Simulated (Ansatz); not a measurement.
W(S)2(Cl)(NH2) (ClH₂NS₂W), SMILES [NH2][W]([Cl])(=[S])=[S], multiplicity 1.

Geometry optimised at PBE-D3(BJ)/def2-SVP. The multiplicity is an assumed one; no other spin state was optimised. The structure was generated by enumeration; whether it is a known compound was not checked. The def2 effective core potentials stand for the cores of W; spin–orbit coupling is left out. One conformer was computed; it need not be the lowest.

Two levels are set side by side: PBE/def2-SVPD (Ansatz, a first-principles code) and CAM-B3LYP/def2-SVPD (Ansatz). Energy differences of separate SCF runs at the same geometry; the states with an electron removed or added have multiplicity 2 and 2. Differences are taken from unrounded values.

```json
[
 {"quantity": "vertical ionisation energy (eV)", "PBE": "9.06"},
 {"quantity": "vertical electron affinity (eV)", "PBE": "1.28"},
 {"quantity": "vertical singlet–triplet gap (eV)", "PBE": "2.53"}
]
```

**Question.** These are the PBE values. What does CAM-B3LYP give? (An estimate is asked for; the answer gives what the named calculation found.)

**Answer.** 
```
quantity                           CAM-B3LYP  PBE minus CAM-B3LYP
---------------------------------  ---------  -------------------
vertical ionisation energy (eV)         9.28                -0.22
vertical electron affinity (eV)         1.71                -0.43
vertical singlet–triplet gap (eV)       2.26                 0.26
```
